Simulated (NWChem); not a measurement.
Si₂H₄OClF; SMILES F[SiH2]O[SiH2]Cl

```xyz
9

Si    -0.6410    -1.7743    -0.2192
F     -0.0757    -2.4663     1.1182
O      0.2598    -0.4418    -0.5638
Si     0.9401     0.9918    -0.1464
Cl    -0.3635     2.1057     1.0246
H     -2.0468    -1.3826     0.0182
H     -0.4834    -2.7203    -1.3431
H      1.2004     1.7620    -1.3789
H      2.1635     0.7698     0.6523
```
Atoms are numbered in this order, from 1.

Geometry: optimised at B3LYP/6-31G* (spherical d).

Q: Give the principal values of the shielding tensors (ppm) of Si1, F2, O3, Si4, Cl5 from KT2/pcSseg-1, GIAO (NWChem), with their diamagnetic and paramagnetic parts as GIAO splits them.

A: 
| atom | σ11 | σ22 | σ33 | isotropic | diamagnetic | paramagnetic |
|---|---|---|---|---|---|---|
| Si1 | 366.6 | 391.2 | 402.3 | 386.7 | 882.0 | -495.3 |
| F2 | 225.7 | 334.2 | 396.4 | 318.8 | 473.4 | -154.6 |
| O3 | 198.3 | 237.2 | 258.4 | 231.3 | 396.8 | -165.4 |
| Si4 | 351.9 | 376.5 | 402.5 | 376.9 | 882.2 | -505.3 |
| Cl5 | 689.0 | 931.1 | 1004.9 | 875.0 | 1150.6 | -275.6 |
